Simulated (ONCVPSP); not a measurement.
Varying the ONCV potential for arsenic (As)

Base potential:

As (Z = 33), optimised norm-conserving Vanderbilt (ONCV), made with ONCVPSP 4.0.1 (PBE, scalar-relativistic). Core [Ar], reference 3d10 4s2 4p3. Waves: 4s: rc 1.60 bohr, ncon 4, nbas 7, qcut 3.7 1/bohr, 2 projectors, debl 3.4 Ha; 4p: rc 1.65 bohr, ncon 3, nbas 6, qcut 4 1/bohr, 1 projector; 3d: rc 1.00 bohr, ncon 5, nbas 10, qcut 18.7 1/bohr, local. Local part: the d channel. Core correction: polynomial model core, fcfact 0.25.

All-electron outer shells of the reference configuration (PBE, scalar-relativistic, ld1.x):

```csv
shell,level (eV),outermost node (bohr),outermost maximum (bohr)
3s,-190.31,0.25,0.52
3p,-133.68,0.22,0.52
3d,-40.65,–,0.47
4s,-14.49,0.73,1.61
4p,-5.19,0.78,2.00
```

Cutoffs, loose and tight: the cutoffs (Ha) at which the residual kinetic energy of the hardest occupied pseudo-wave falls to 1 and 0.1 mHa per electron. They do not see the model core or the augmentation charge, which bear on the density cutoff. Test errors are all-electron minus pseudo excitation energies from the reference, over the configurations 3d10 4s2 4p2; 3d10 4s2 4p1; 3d10 4s2 4p0; 3d10 4s1 4p4. A dash means not determined; rows that change the core or the reference have their own tests.

A true bound ghost makes a file unfit for plane-wave use even where its test errors are small: the radial tests pick states by their node count and pass the ghost by.

```tsv
change	outcome	cutoff, loose	cutoff, tight	bound ghosts	GHOST(+) flags above zero	largest test error (meV)
base	generated	129 Ha	145 Ha	s, p	s	-12
p: rc 1.14	generated	129 Ha	145 Ha	s, p	s	-16
p: rc 1.44	generated	129 Ha	145 Ha	s, p	s	-17
p: rc 1.64	generated	129 Ha	145 Ha	s, p	s	-12
p: rc 1.8	generated	129 Ha	145 Ha	s, p	s	-17
p: rc 2.12	generated	129 Ha	145 Ha	s, p	s	-51
p: rc 2.26	generated	129 Ha	145 Ha	s, p	s	-73
p: rc 2.36	generated	129 Ha	145 Ha	s, p	s	-88
```

Task: What comes out with this change to the base: p: rc 1.92?

Result: outcome: generated; cutoff, loose: 129 Ha; cutoff, tight: 145 Ha; bound ghosts: s, p; GHOST(+) flags above zero: s; largest test error (meV): -27.

Task: What comes out with this change to the base: p: rc 1.34?

Result: outcome: generated; cutoff, loose: 129 Ha; cutoff, tight: 145 Ha; bound ghosts: s, p; GHOST(+) flags above zero: s; largest test error (meV): -23.

Reading the sweep of the p radius (base included, trends over the rows without a ghost): Bound ghosts are found at 1.14, 1.34, 1.44, 1.64, 1.65, 1.8, 1.92, 2.12, 2.26, 2.36 bohr. Every judged row has one, so this setting neither creates nor removes them.
